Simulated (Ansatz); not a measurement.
Program: Ansatz. Geometries: PBE0-D4/def2-TZVP. ΔE: electronic, gas phase. CCSD(T)/CBS adds triple-zeta CCSD(T) − MP2 to the extrapolated MP2 energy (def2 sets, frozen cores). This one scheme is used for every species. DFT in def2-TZVPP. HSE06 is defined as in plane-wave codes. Each species was taken in one conformer, which may not be the lowest.

Consider the cleavage of the Si–Si bond: `N[SiH2][SiH](N)O` + `[SiH3]S` → `N[SiH](O)S[SiH3]` + `N[SiH3]`.

`N[SiH2][SiH](N)O`:

Cartesian coordinates in Å:
```
N 0.808 -1.348 -1.232
Si 1.389 -0.312 0.040
Si -0.490 0.830 0.882
N -1.760 -0.209 0.402
O -0.671 2.381 0.333
H 0.382 -0.920 -2.040
H 1.397 -2.113 -1.526
H 1.970 -1.219 1.070
H 2.483 0.628 -0.365
H -0.429 1.048 2.351
H -2.695 -0.185 0.773
H -1.544 -1.065 -0.083
H -0.840 2.483 -0.605
```

`[SiH3]S`:

```xyz
6

Si   -0.151    0.046   -0.504
S     0.979   -0.702    1.150
H    -1.600   -0.236   -0.348
H     0.381   -0.677   -1.684
H     0.037    1.508   -0.678
H     0.355    0.060    2.064
```

`N[SiH](O)S[SiH3]`:

Cartesian coordinates in Å:
```
N 0.715 2.334 0.487
Si 0.532 0.741 -0.084
O -0.693 0.600 -1.172
S -0.004 -0.616 1.467
Si -0.734 -2.215 0.246
H 0.011 2.777 1.054
H 1.636 2.691 0.684
H 1.838 0.377 -0.687
H -0.626 1.137 -1.964
H 0.152 -2.423 -0.927
H -2.123 -1.976 -0.210
H -0.704 -3.426 1.106
```

`N[SiH3]`:

Z-matrix (Å, degrees):
```
Si
N 1 1.720
H 1 1.486 2 107.9
H 1 1.494 2 116.0 3 -120.3
H 1 1.486 2 107.9 3 119.4
H 2 1.007 1 119.6 3 -168.6
H 2 1.007 1 119.6 3 49.2
```

CCSD(T)/CBS gives -0.97 eV.

**Question.** Another level gave -0.96 eV. Which?
A. B97M-V/def2-TZVPP
B. HSE06/def2-TZVPP
C. SCS-MP2/def2-TZVPP
D. BLYP/def2-TZVPP

**Answer.** A. B97M-V -0.96, HSE06 -0.87, BLYP -0.82, SCS-MP2/def2-TZVPP -1.03 eV.

**Question.** What do rigid-rotor, harmonic-oscillator terms from PBE0-D4/def2-TZVP frequencies (298.15 K, 1 bar) make of the CCSD(T)/CBS value? (Estimate.)

**Answer.** The calculation gave: ΔZPE = +0.01 eV, ΔH = -0.96 eV, ΔS = -5 J/(mol·K), ΔG = -0.95 eV. Modes under 50 cm⁻¹ make the entropy rough.

Largest T1 diagnostic among the species: 0.012.

The D4 term adds −0.04 eV with B3LYP and −0.02 eV with PBE0; it sums over pairs of atoms, weighted by their polarisabilities, and B3LYP, whose exchange is more repulsive, gets the larger term. From PBE to PBE0 (25 % exact exchange), in def2-TZVPP and without D4, ΔE moves by −0.07 eV.

B3LYP here is the variant with VWN-RPA as its local correlation; programs differ in this.
